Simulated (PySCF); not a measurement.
[BiCl3]2+: one run

[BiCl3]2+ (singlet). PySCF 2.14.0, RKS B3LYP, Bi def2-SVP with ECP60, Cl def2-SVP; non-relativistic Hamiltonian with scalar-relativistic core potentials where named; density fitting; no spin-orbit coupling. Purpose: singlet excitations, Tamm-Dancoff B3LYP.

```python
mol = gto.M(atom='''
Bi     0.00000    -0.00000    -0.00000
Cl     2.39606    -0.00001    -0.00000
Cl    -1.19802     2.07505    -0.00000
Cl    -1.19804    -2.07504     0.00000''',
    basis={'Bi': 'def2-SVP', 'Cl': 'def2-SVP'},
    ecp={'Bi': 'def2-SVP'},
    charge=2, spin=0)
mf = dft.RKS(mol, xc='B3LYP')
mf.grids.atom_grid = (50, 194)
mf = mf.density_fit()  # fitting sets: Bi def2-universal-JKFIT, Cl def2-universal-JKFIT
mf.conv_tol = 1e-08; mf.max_cycle = 55
mf.kernel(dm0)  # dm0: converged density of the relaxed state
td = mf.TDA(); td.nstates = 8; td.kernel()
```

Run from Python with OMP_NUM_THREADS=2; the lines above give its settings. Where DIIS fails, smearing, a level shift and second-order steps follow.
It took 12 s on 2 threads of Arm Neoverse V1 (shared host), from an already converged density.

**Question.** Where do the frontier levels lie, over both spins?

**Answer.** HOMO -20.42 eV, LUMO -17.97 eV. 

**Question.** What are the Mulliken charges and spins?

**Answer.** 
```json
{"atom": "Bi1", "charge (e)": "1.330", "spin (e)": "0.000"}
{"atom": "Cl2", "charge (e)": "0.224", "spin (e)": "0.000"}
{"atom": "Cl3", "charge (e)": "0.223", "spin (e)": "0.000"}
{"atom": "Cl4", "charge (e)": "0.223", "spin (e)": "0.000"}
```

**Question.** Which singlet excitations follow (Tamm-Dancoff, 8 states)?

**Answer.** 
```csv
state,eV,oscillator strength
1,1.40,0.0000
2,1.52,0.0000
3,1.52,0.0000
4,1.74,0.0065
5,1.74,0.0066
6,2.35,0.0035
7,3.47,0.0000
8,3.67,0.0000
```
Functionals without range separation put charge-transfer states too low; the basis has no diffuse functions.

The geometry was relaxed with BP86 (Bi def2-SVP with ECP60, Cl def2-SVP).
